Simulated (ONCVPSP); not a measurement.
vanadium ONCV: all-electron and pseudo phase curves

ONCVPSP 4.0.1 input, shortened (lines: element, Z, core and valence counts, functional; n l f; lmax; l rc ep ncon nbas qcut; lloc lpopt rc5 dvloc0; l nproj debl; icmod fcfact rcfact), PBE, scalar-relativistic:

```
  V 23.00    5    3        4      upf
    1    0    2.00
    2    0    2.00
    2    1    6.00
    3    0    2.00
    3    1    6.00
    3    2    3.00
    4    0    1.50
    4    1    0.50
    2
    0    2.15    0.00    5    9    2.70
    1    3.45    0.00    4    8    2.10
    2    2.35    0.00    5   10    7.90
    4    5    1.65    6.00
    0    2    2.20
    1    2    3.90
    2    2    2.00
    1    0.65    0.00
```

The phase is arctan(r·R′/R) of the radial function R(r), unwrapped; energies in Ha, scanned from -2 to 5 Ha. A pole is an energy at which the radial function vanishes at the test radius. The pseudo phase is shifted by a multiple of π to meet the all-electron one at the reference energy, and phase errors are pseudo minus all-electron; the curves can meet again beyond the range given. Levels narrower than the energy grid can be missing from the lists of poles. n/a: not evaluated, since a narrow level or a reset projector energy made the automatic matching unsafe.

```
channel  radius (bohr)  reference energy (Ha)  poles, all-electron  poles, pseudo  unbroken range about the reference energy with phases within 0.05 rad  phase error 1 Ha above the reference energy (rad)
      s           2.18                  -0.19                 2.16     2.16, 4.38                                                              below 3.1                                             -0.004
      p           3.50                  -0.07           0.49, 2.64     0.77, 3.48                                                                    n/a                                                n/a
      d           2.38                  -0.22          -0.05, 2.75    -0.05, 2.77                                                              below 4.0                                             +0.009
```

Note: no bound ghost flagged; GHOST(+) flagged for p at 96.4 eV, s at 353.7 eV.

Phases in the d channel:

| E (Ha) | all-electron | pseudo |
| --- | --- | --- |
| -1.98 | 1.304 | 1.305 |
| -1.62 | 1.267 | 1.267 |
| -1.26 | 1.207 | 1.208 |
| -0.90 | 1.091 | 1.092 |
| -0.54 | 0.687 | 0.689 |
| -0.18 | -1.306 | -1.306 |
| 0.18 | -1.827 | -1.826 |
| 0.54 | -2.228 | -2.224 |
| 0.90 | -3.239 | -3.230 |
| 1.26 | -4.144 | -4.142 |
| 1.62 | -4.436 | -4.436 |
| 1.98 | -4.567 | -4.567 |
| 2.34 | -4.646 | -4.645 |
| 2.70 | -4.705 | -4.703 |
| 3.06 | -4.758 | -4.753 |
| 3.42 | -4.817 | -4.806 |
| 3.78 | -4.898 | -4.873 |
| 4.14 | -5.054 | -4.977 |
| 4.50 | -5.566 | -5.204 |
| 4.86 | -7.018 | -5.978 |
